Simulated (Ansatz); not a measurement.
Ansatz results at the PBE0-D4/def2-TZVP geometry: HOMO energy (PBE0/def2-TZVPP) -7.27 eV; size of the dipole moment (B3LYP/def2-TZVPP) 3.61 D; zero-point energy (PBE0-D4/def2-TZVP) 344.0 kJ/mol.

Each molecule was computed in one conformer, which needn't be the lowest.

(1) Which molecule gave them?
A. `OCC(F)(F)C(F)F`
B. `CCCC(N)=O`
C. `C1CC2=C1CC2`
D. `FC=C(Cl)Cl`

## Answers

(1) B. The others give `C1CC2=C1CC2`: -6.65, 0.00, 317.2; `FC=C(Cl)Cl`: -7.39, 1.10, 69.9; `OCC(F)(F)C(F)F`: -8.77, 2.27, 207.3.

B3LYP here is the variant with VWN-RPA as its local correlation; programs differ in this.
